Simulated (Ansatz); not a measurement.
Coupled-cluster diagnostics for Si₂O₂⁻ (the lowest doublet isomer of a short search), Ansatz.

Geometry of the doublet (PBE0-D4/def2-TZVPD):

Cartesian coordinates in Å:
```
Si 0.480 0.870 0.757
Si -0.480 -0.870 -0.757
O 0.795 -0.769 0.379
O -0.795 0.769 -0.380
```

Correlated methods freeze 12 core orbitals. The structure comes from a short search, and lower isomers may exist.

Geometry of the charge -1 quartet (PBE0-D4/def2-TZVPD):

```xyz
4

Si   -0.8173   -0.1235    0.8965
Si    0.8173    0.1235   -0.8965
O     0.8958   -0.0155    0.8146
O    -0.8958    0.0155   -0.8146
```

Problem. Estimate the CCSD(T) correlation energy, the shares of MP2 and (T), T1 and the reference's ⟨S²⟩ for: charge -1, doublet, own geometry in def2-TZVPPD; charge -1, quartet, own geometry in def2-TZVPPD; charge 0, singlet, vertical in def2-TZVPPD; and the rough time on 4 threads of Arm Neoverse V1 on a shared host.

Solution. 
```json
{"state": "charge -1, doublet, own geometry", "basis": "def2-TZVPPD", "correlation (eV)": "-19.689", "MP2 share (%)": "93.1", "(T) share (%)": "4.9", "T1": "0.061", "⟨S²⟩ (pure)": "0.79 (0.75)", "wall time": "5 min", "remarks": "large T1"}
{"state": "charge -1, quartet, own geometry", "basis": "def2-TZVPPD", "correlation (eV)": "-19.114", "MP2 share (%)": "93.0", "(T) share (%)": "5.1", "T1": "0.050", "⟨S²⟩ (pure)": "3.79 (3.75)", "wall time": "33 s", "remarks": "large T1"}
{"state": "charge 0, singlet, vertical", "basis": "def2-TZVPPD", "correlation (eV)": "-19.023", "MP2 share (%)": "93.8", "(T) share (%)": "4.4", "T1": "0.018", "⟨S²⟩ (pure)": "0.00 (0.00)", "wall time": "17 s", "remarks": "–"}
```
Customary marks for T1 are 0.02 (closed shells), 0.045 (open shells) and about 0.05 (3d metals). T1 exceeds 0.02 in 2 of 3 rows and 0.045 in 2; the higher it lies, the less the single-reference result can be trusted.
